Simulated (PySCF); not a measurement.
## Ne(2+) (neon, charge +2): UHF calculation

Configuration: [He] 2s2 2p3 3s1, high-spin 5S determinant (an excited configuration). All numbers are calculated (PySCF 2.14, no relativity, point nucleus, in aug-cc-pVQZ).

* Total energy: -125.006813 hartree
* One-electron energy: -161.1166 hartree
* Hartree (Coulomb) energy: 46.8371 hartree
* Exchange energy: -10.7274 hartree
* Kinetic energy: 124.99741 hartree
* ⟨S²⟩: 6.0018
* ⟨L²⟩: 0.000
* Sum of ⟨r⟩: 6.743 bohr
* Sum of ⟨r²⟩: 11.27 bohr²
* Density at the nucleus (Gaussians lack the cusp): 619 bohr⁻³
* Spin density at the nucleus: 2.33 bohr⁻³
* Langevin diamagnetic susceptibility: -8.93 ×10⁻⁶ cm³/mol

```tsv
shell	electrons	mean orbital energy (eV)	rms radius, mean of both spins (bohr)
1s α	1	-965.55	0.182
1s β	1	-959.07	0.182
2s α	1	-115.35	0.872
2s β	1	-94.743	0.872
2p α	3	-86.585	0.832
3s α	1	-24.540	2.76
```

The outer electron is Rydberg-like, and this basis confines it to a smaller radius and binds it less than a complete one would.

Spin-orbit constants ζ (cm⁻¹) from the X2C one-electron operator on these orbitals (non-relativistic here): bare nucleus, nucleus screened by l(l+1)(2l+1)/3 electrons, and screened by the Breit-Pauli mean field of the electrons.

```
shell   bare  screened nucleus  mean field
   2p  939.9             751.9       676.5
```
